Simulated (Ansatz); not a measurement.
H5GaN2S, SMILES `[NH2][Ga]([NH2])[SH]` with one electron removed (charge 1, multiplicity 2), frozen-core CCSD(T)/cc-pVTZ // B3LYP-D3(BJ)/def2-TZVP in Ansatz (a program for electronic structure). The run hit its time limit unfinished.

Ansatz 0.2 input:
```yaml
crystal:
  periodic: [false, false, false]
  atoms:
    - { symbol: N, position_ang: [0.094309, 1.614818, 0.054465] }
    - { symbol: Ga, position_ang: [0.117777, -0.211545, -0.033389] }
    - { symbol: N, position_ang: [-1.417669, -1.159379, -0.312186] }
    - { symbol: S, position_ang: [2.037211, -1.32589, -0.028628] }
    - { symbol: H, position_ang: [0.888608, 2.121987, 0.409609] }
    - { symbol: H, position_ang: [-0.762662, 2.113213, 0.236367] }
    - { symbol: H, position_ang: [-2.324816, -0.771971, -0.109313] }
    - { symbol: H, position_ang: [-1.425928, -2.164323, -0.250184] }
    - { symbol: H, position_ang: [2.793171, -0.216908, 0.033259] }
basis:
  gaussian: { orbitals: cc-pVTZ }
correlation:
  method: ccsd_t
total_charge: 1
magnetization:
  spin_polarized: true
  initial_magnetization: 1
```

The last lines of the output:

```
mean field evaluation 32: about -66191.1059 eV, gradient 2.9e-3 eV
mean field evaluation 64: about -66189.6857 eV, gradient 7.4e0 eV
mean field evaluation 96: about -66191.0257 eV, gradient 2.7e-1 eV
mean field evaluation 128: about -66185.5563 eV, gradient 5.9e0 eV
mean field evaluation 160: about -66190.6278 eV, gradient 1.7e0 eV
mean field evaluation 192: about -66189.0278 eV, gradient 4.1e0 eV
mean field evaluation 224: about -66189.5132 eV, gradient 9.4e-1 eV
mean field evaluation 256: about -66189.6440 eV, gradient 1.5e0 eV
mean field evaluation 288: about -66190.6624 eV, gradient 8.0e-2 eV
mean field -66191.10592687 eV, -2432.4782768695 hartree, gradient 7.7e-6 eV, S^2 0.760870; 12 other end points of the search recorded, 0 dependent functions left out
determinant -66191.10592687 eV, -2432.4782768695 hartree, with singles and doubles -66211.85658472 eV, -2433.2408494800 hartree
determinant -66191.02972345 eV, -2432.4754764455 hartree, with singles and doubles -66211.81417871 eV, -2433.2392910879 hartree
determinant -66190.67200426 eV, -2432.4623305078 hartree, with singles and doubles -66211.78157414 eV, -2433.2380928923 hartree
determinant -66190.65611606 eV, -2432.4617466270 hartree, with singles and doubles -66211.87558120 eV, -2433.2415475879 hartree
determinant -66190.38831857 eV, -2432.4519052509 hartree, with singles and doubles -66211.65298044 eV, -2433.2333671609 hartree
determinant -66189.16695929 eV, -2432.4070211253 hartree, with singles and doubles -66210.37036903 eV, -2433.1862320611 hartree
determinant -66191.10592687 eV, -2432.4782768695 hartree, with singles and doubles -66211.71571196 eV, -2433.2356725016 hartree
determinant -66191.02972345 eV, -2432.4754764455 hartree, with singles and doubles -66211.67194071 eV, -2433.2340639380 hartree
determinant -66190.67200426 eV, -2432.4623305078 hartree, with singles and doubles -66211.63155093 eV, -2433.2325796408 hartree
determinant -66190.65611606 eV, -2432.4617466270 hartree, with singles and doubles -66211.74163084 eV, -2433.2366250031 hartree
determinant -66191.10592687 eV, -2432.4782768695 hartree, with singles and doubles -66211.76260598 eV, -2433.2373958251 hartree
determinant -66191.02972345 eV, -2432.4754764455 hartree, with singles and doubles -66211.72907978 eV, -2433.2361637600 hartree
determinant -66190.67200426 eV, -2432.4623305078 hartree, with singles and doubles -66211.66467637 eV, -2433.2337969782 hartree
```
